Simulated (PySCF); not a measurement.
Isomers of C5H12GeSi, mass 173.992 u with the commonest isotopes. Method: PBE0-D3(BJ)/def2-SVP geometry optimisation, gas phase in PySCF 2.14.0. One conformer each, none proved a minimum here; rigid rotors.

**Question.** Order these by rotational constant C, smallest first.
A. `[SiH3:1][CH2:2][C:3]1=[CH:4][CH2:5][GeH2:6][CH2:7]1` with Si1–C2–C3–C4 -98°
B. `[SiH3:1][CH2:2][C@@H:3]1[CH:4]=[CH:5][CH2:6][GeH2:7]1` with Si1–C2–C3–C4 -173°
C. `[CH3:1][CH2:2][CH2:3][GeH2:4][C:5]#[C:6][SiH3:7]` with C1–C2–C3–Ge4 -179°, C2–C3–Ge4–C5 60°

**Answer.** C (464.4 MHz), A (624.2 MHz), B (738.9 MHz).

**Question.** Order these by rotational constant B, smallest first.
A. `[SiH3:1][CH2:2][C:3]1=[CH:4][CH2:5][GeH2:6][CH2:7]1` with Si1–C2–C3–C4 -98°
B. `[CH3:1][CH2:2][CH2:3][GeH2:4][C:5]#[C:6][SiH3:7]` with C1–C2–C3–Ge4 -179°, C2–C3–Ge4–C5 60°
C. `[SiH3:1][CH2:2][C@@H:3]1[CH:4]=[CH:5][CH2:6][GeH2:7]1` with Si1–C2–C3–C4 -173°

**Answer.** B (604.7 MHz), A (677.8 MHz), C (955.5 MHz).

**Question.** Order these by radius of gyration √(Σ m r²/M), largest first.
A. `[SiH3:1][CH2:2][C:3]1=[CH:4][CH2:5][GeH2:6][CH2:7]1` with Si1–C2–C3–C4 -98°
B. `[SiH3:1][CH2:2][C@@H:3]1[CH:4]=[CH:5][CH2:6][GeH2:7]1` with Si1–C2–C3–C4 -173°
C. `[CH3:1][CH2:2][CH2:3][GeH2:4][C:5]#[C:6][SiH3:7]` with C1–C2–C3–Ge4 -179°, C2–C3–Ge4–C5 60°

**Answer.** C (2.521 Å), A (2.213 Å), B (2.009 Å).

```csv
SMILES,point group,Ia (u·Å²),Ib (u·Å²),Ic (u·Å²),κ,μa (D),μb (D),μc (D)
CC[CH2][GeH2][C]#C[SiH3],C1,287.75,835.75,1088.13,-0.78,1.16,0.44,0.18
[SiH3]C[C@@H]1C=C[CH2][GeH2]1,C1,190.98,528.91,683.96,-0.77,0.75,0.66,0.13
[SiH3]CC1=C[CH2][GeH2][CH2]1,C1,148.96,745.62,809.63,-0.96,0.04,0.32,0.61
```
